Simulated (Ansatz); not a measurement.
Mulliken charges of ClFH4OSi2 (`F[SiH2]O[SiH2]Cl`) from B3LYP/def2-TZVPP in Ansatz (PBE0-D4/def2-TZVP geometry).

```tsv
atom	x (Å)	y (Å)	z (Å)	charge (e)
F1	-1.950	-0.093	-1.428	-0.321
Si2	-0.675	-0.965	-1.042	0.659
O3	-0.060	-0.419	0.359	-0.370
Si4	0.646	0.793	1.181	0.546
Cl5	1.764	1.944	-0.095	-0.247
H6	0.313	-0.819	-2.130	-0.074
H7	-1.121	-2.356	-0.833	-0.078
H8	-0.385	1.660	1.785	-0.058
H9	1.555	0.209	2.186	-0.057
```

Question: By hand: the dipole of these point charges (1 e Å = 4.8032 D).

Answer: Σ q r = (0.118, -0.362, 0.302) e Å, of length 0.486 e Å = 2.33 D.

Question: How does the dipole of the full density compare? (Estimate.)

Answer: The calculation gave: (0.082, -0.216, 0.164) e Å, 1.36 D; the point charges give 1.71 times that, at 4° from its direction.

Point charges leave out the atoms' own dipoles, such as those of lone pairs, and Mulliken's split depends on the basis, so the two needn't agree.

B3LYP here is the variant with VWN-RPA as its local correlation; programs differ in this.
